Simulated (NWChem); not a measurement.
Program: NWChem. System: silicon monosulfide (SSi), charge 0, spin multiplicity 1, at a geometry optimised with PBE0/def2-SVP. Level: MP2/cc-pVTZ, 10 core orbitals frozen.

NWChem printed:

```
             Northwest Computational Chemistry Package (NWChem) 7.3.0
             --------------------------------------------------------

                                NWChem Input Module
                                -------------------

 Scaling coordinates for geometry "geometry" by  1.889725989
 (inverse scale =  0.529177249)

 Turning off AUTOSYM since
 SYMMETRY directive was detected!

                             Geometry "geometry" -> ""
                             -------------------------

 Output coordinates in angstroms (scale by  1.889725989 to convert to a.u.)

  No.       Tag          Charge          X              Y              Z
 ---- ---------------- ---------- -------------- -------------- --------------
    1 Si                  14.0000     0.00000000     0.00000000     1.03447900
    2 S                   16.0000     0.00000000     0.00000000    -0.90517000

 Effective nuclear repulsion energy (a.u.)      61.1119350851

            Nuclear Dipole moment (a.u.)
            ----------------------------
        X                 Y               Z
 ---------------- ---------------- ----------------
     0.0000000000     0.0000000000    -0.0000264562

      Symmetry information
      --------------------

 Group name             C2v
 Group number             16
 Group order               4
 No. of unique centers     2

      Symmetry unique atoms

     1    2


 Summary of "ao basis" -> "" (spherical)
 ------------------------------------------------------------------------------
       Tag                 Description            Shells   Functions and Types
 ---------------- ------------------------------  ------  ---------------------
 *                          cc-pvtz                   on all atoms

 Summary of "ao basis" -> "ao basis" (spherical)
 ------------------------------------------------------------------------------
       Tag                 Description            Shells   Functions and Types
 ---------------- ------------------------------  ------  ---------------------
 Si                         cc-pvtz                 12       34   5s4p2d1f
 S                          cc-pvtz                 12       34   5s4p2d1f

                                 NWChem SCF Module
                                 -----------------

  ao basis        = "ao basis"
  functions       =    68
  atoms           =     2
  closed shells   =    15
  open shells     =     0
  charge          =   0.00
  wavefunction    = RHF
  use symmetry    = T
  symmetry adapt  = T

 Summary of "ao basis" -> "ao basis" (spherical)
 ------------------------------------------------------------------------------
       Tag                 Description            Shells   Functions and Types
 ---------------- ------------------------------  ------  ---------------------
 Si                         cc-pvtz                 12       34   5s4p2d1f
 S                          cc-pvtz                 12       34   5s4p2d1f

      Symmetry analysis of basis
      --------------------------

        a1         30
        a2          6
        b1         16
        b2         16

 Forming initial guess at       0.1s

      Superposition of Atomic Density Guess
      -------------------------------------

 Sum of atomic energies:        -686.32787515

      Non-variational initial energy
      ------------------------------

 Total energy =    -686.524102
 1-e energy   =   -1071.609423
 2-e energy   =     323.973386
 HOMO         =      -0.284941
 LUMO         =      -0.037241

      Symmetry analysis of molecular orbitals - initial
      -------------------------------------------------

 !! scf_movecs_sym_adapt:   44 vectors were symmetry contaminated

  Symmetry fudging

 !! scf_movecs_sym_adapt:   42 vectors were symmetry contaminated

  Numbering of irreducible representations:

     1 a1          2 a2          3 b1          4 b2

  Orbital symmetries:

     1 a1          2 a1          3 a1          4 a1          5 b2
     6 b1          7 a1          8 a1          9 b2         10 b1
    11 a1         12 a1         13 b2         14 b1         15 a1
    16 b2         17 b1         18 a1         19 a1         20 b1
    21 b2         22 a1         23 a2         24 a1         25 a1
[...]
                       -------------------------------------

 Vector   13  Occ=2.000000D+00  E=-3.894000D-01  Symmetry=a1
              MO Center=  2.7D-16, -2.5D-16,  6.0D-01, r^2= 3.2D+00
   Bfn.  Coefficient  Atom+Function         Bfn.  Coefficient  Atom+Function
  ----- ------------  ---------------      ----- ------------  ---------------
     5      0.388730  1 Si s                 11      0.388519  1 Si pz
    45     -0.348052  2 S  pz                 3      0.248138  1 Si s
    51     -0.231776  2 S  pz                17      0.163339  1 Si pz

 Vector   14  Occ=2.000000D+00  E=-3.867655D-01  Symmetry=b2
              MO Center=  1.8D-31, -5.5D-17, -5.0D-01, r^2= 1.9D+00
   Bfn.  Coefficient  Atom+Function         Bfn.  Coefficient  Atom+Function
  ----- ------------  ---------------      ----- ------------  ---------------
    44      0.462700  2 S  py                50      0.311194  2 S  py
    10      0.211188  1 Si py                47      0.181130  2 S  py

 Vector   15  Occ=2.000000D+00  E=-3.867655D-01  Symmetry=b1
              MO Center=  3.3D-17, -7.3D-31, -5.0D-01, r^2= 1.9D+00
   Bfn.  Coefficient  Atom+Function         Bfn.  Coefficient  Atom+Function
  ----- ------------  ---------------      ----- ------------  ---------------
    43      0.462700  2 S  px                49      0.311194  2 S  px
     9      0.211188  1 Si px                46      0.181130  2 S  px

 Vector   16  Occ=0.000000D+00  E= 2.639142D-02  Symmetry=b2
              MO Center= -2.2D-30,  5.4D-16,  8.4D-01, r^2= 3.8D+00
   Bfn.  Coefficient  Atom+Function         Bfn.  Coefficient  Atom+Function
  ----- ------------  ---------------      ----- ------------  ---------------
    16      0.764358  1 Si py                50     -0.428780  2 S  py
    10      0.343671  1 Si py                44     -0.203999  2 S  py

 Vector   17  Occ=0.000000D+00  E= 2.639142D-02  Symmetry=b1
              MO Center=  6.6D-16,  7.8D-31,  8.4D-01, r^2= 3.8D+00
   Bfn.  Coefficient  Atom+Function         Bfn.  Coefficient  Atom+Function
  ----- ------------  ---------------      ----- ------------  ---------------
    15      0.764358  1 Si px                49     -0.428780  2 S  px
     9      0.343671  1 Si px                43     -0.203999  2 S  px

 Vector   18  Occ=0.000000D+00  E= 1.449474D-01  Symmetry=a1
              MO Center=  8.6D-18, -2.7D-17,  6.9D-01, r^2= 6.6D+00
   Bfn.  Coefficient  Atom+Function         Bfn.  Coefficient  Atom+Function
  ----- ------------  ---------------      ----- ------------  ---------------
    39      2.342822  2 S  s                  5     -2.032217  1 Si s
    17      2.037456  1 Si pz                51      1.229142  2 S  pz
    20     -0.262059  1 Si d  0              11      0.256494  1 Si pz
    45      0.251209  2 S  pz                36     -0.166019  2 S  s
    54      0.161460  2 S  d  0

 center of mass
 --------------
 x =   0.00000000 y =   0.00000000 z =   0.00004375

 moments of inertia (a.u.)
 ------------------
         200.462357521714           0.000000000000           0.000000000000
           0.000000000000         200.462357521714           0.000000000000
           0.000000000000           0.000000000000           0.000000000000

  Mulliken analysis of the total density
  --------------------------------------

    Atom       Charge   Shell Charges
 -----------   ------   -------------------------------------------------------
    1 Si  14    13.72   2.00  1.93  1.10  0.17  0.64  5.50  1.07  0.56  0.52  0.13  0.07  0.02
    2 S   16    16.28   2.00  1.89  1.12  0.18  0.61  5.81  2.40  0.81  1.39  0.04  0.02  0.00

       Multipole analysis of the density wrt the origin
       ------------------------------------------------

     L   x y z        total         open         nuclear
     -   - - -        -----         ----         -------
     0   0 0 0     -0.000000      0.000000     30.000000

     1   1 0 0      0.000000      0.000000      0.000000
     1   0 1 0      0.000000      0.000000      0.000000
     1   0 0 1      0.920806      0.000000     -0.000026

     2   2 0 0    -18.992002      0.000000      0.000000
     2   1 1 0      0.000000      0.000000      0.000000
     2   1 0 1     -0.000000      0.000000      0.000000
     2   0 2 0    -18.992002      0.000000      0.000000
     2   0 1 1      0.000000      0.000000      0.000000
     2   0 0 2    -19.788623      0.000000    100.316121

                   NWChem MP2 Semi-direct Energy/Gradient Module
                   ---------------------------------------------

  Basis functions       =     68
  Molecular orbitals    =     68
  Frozen core           =     10
  Frozen virtuals       =      0
  Active alpha occupied =      5
  Active beta occupied  =      5
  Active alpha virtual  =     53
  Active beta virtual   =     53
  Use MO symmetry       = T
  Use skeleton AO sym   = T

  AO/Fock/Back tols     =   1.0D-09  1.0D-09  1.0D-09

 GA uses MA = F    GA memory limited = T

 Available:
  local mem=  1.15D+08
 global mem=  1.31D+08
 local disk=  0.00D+00
  mp2_memr nvloc                    53
  nvloc new                    53
   1 passes of   5:        4194304                      22677                   2121729.
   1 passes of   5: M    114684279           G      131062752           F     110489975.

 Semi-direct pass number   1 of   1  for RHF alpha+beta  at        2.5s
  vrange nnbf                  2346
  mp2_eaftype                    10  avail_ma_in_mb                   999
 EAF : mp2_eaftype filesize          10    1060865.
  mp2_eaf for mointskh                     10
Node 0 wrote      5.0 Mb in      0.0 s     Agg I/O rate:  1702.4 Mb/s
 Done moints_semi at        7.2s
  mp2_eaftype                    10  avail_ma_in_mb                   989
 EAF : mp2_eaftype filesize          10    1060865.
  mp2_eaf for kh                    10
 Done maket at        7.2s
 Done multipass loop at        7.2s

          -------------------------------------------
          SCF energy                -686.506254285960
          Correlation energy          -0.259762985872
          Singlet pairs               -0.166689015327
          Triplet pairs               -0.093073970545
          Total MP2 energy          -686.766017271832
          -------------------------------------------

          ---------------------------------------------------
                    Spin Component Scaled (SCS) MP2
          Same spin pairs                     -0.062049313697
          Same spin scaling factor             0.333333333333
          Opposite spin pairs                 -0.197713672176
          Opposite spin scaling fact.          1.200000000000
          SCS-MP2 correlation energy          -0.257939511176
          Total SCS-MP2 energy              -686.764193797136
          ---------------------------------------------------

 -----------------------
 Performance information
 -----------------------

 Timer overhead =  2.36D-07 seconds/call

               Nr. of calls         CPU time (s)                 Wall time (s)                GFlops
             ---------------    -------------------     ------------------------------   -------------------
Name         Min   Avg   Max    Min     Avg     Max     Min     Avg     Max   Mx/calls   Min     Max     Sum
mp2: moin     1     1     1    4.7     4.7     4.7      4.7     4.7     4.7     4.7      0.0     0.0     0.0
mp2: make     1     1     1   4.48E-2 4.48E-2 4.48E-2  4.48E-2 4.48E-2 4.48E-2 4.48E-2   0.0     0.0     0.0
mp2: tota     1     1     1    4.8     4.8     4.8      4.8     4.8     4.8     4.8      0.0     0.0     0.0

 The average no. of pstat calls per process was 3.00D+00
 with a timing overhead of 7.07D-07s

 Task  times  cpu:        7.2s     wall:        7.2s

 Total times  cpu:        7.2s     wall:        7.2s
```

Task: Write an NWChem input that would produce this output.

Result: Several could match; the one computed here: 
```
start mol
memory heap 200 mb stack 800 mb global 1000 mb
geometry units angstroms nocenter noautoz
  Si     0.000000     0.000000     1.034479
  S      0.000000     0.000000    -0.905170
  symmetry group C2v
end
basis spherical
  * library cc-pvtz
end
scf
  rhf
  nopen 0
  maxiter 100
  thresh 1e-7
  semidirect memsize 60000000 filesize 0
end
mp2
  freeze core 10
end
task mp2 energy
```
